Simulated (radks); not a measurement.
The magnesium ion Mg2+ inside a hard spherical wall (all orbitals vanish at R), configuration held at [Ne] and not refilled when levels cross. Method: non-relativistic Kohn-Sham, PBE, spin-polarised, spherical densities, point nucleus; computed with a radial shooting solver on a logarithmic mesh with Libxc functionals. Eigenvalues in eV for spin up, with the zero of energy where the potential of the charges vanishes at infinity; a dash marks a level that is unbound or too diffuse for the functional's potential to be trusted. A positive occupied level is held by the wall or, in an anion where self-interaction has pushed it up, behind a barrier. The pressure on the wall is -dE/dV.

R (bohr)	E (hartree)	kinetic (hartree)	e(1s)	e(2s)	e(2p)	e(3s, empty)	e(3p, empty)	pressure (GPa)
free	-199.11174	198.777	-1277.7	-99.644	-66.718	-	-	0
15	-199.11174	198.777	-1277.7	-99.644	-66.718	-	-	< 0.0001
12	-199.11174	198.777	-1277.7	-99.644	-66.718	-	-	< 0.0001
8	-199.11174	198.777	-1277.7	-99.644	-66.718	-	-	< 0.0001
6	-199.11174	198.777	-1277.7	-99.644	-66.718	-18.175	-12.549	< 0.0001
5	-199.11173	198.777	-1277.7	-99.643	-66.718	-17.796	-11.739	0.000714
3	-199.10600	198.838	-1277.4	-99.464	-66.514	-7.948	1.061	5.84
2.5	-199.07180	199.120	-1276.3	-98.744	-65.684	5.105	15.251	57.7
2	-198.83902	200.592	-1271.2	-95.447	-61.897	38.556	48.265	613
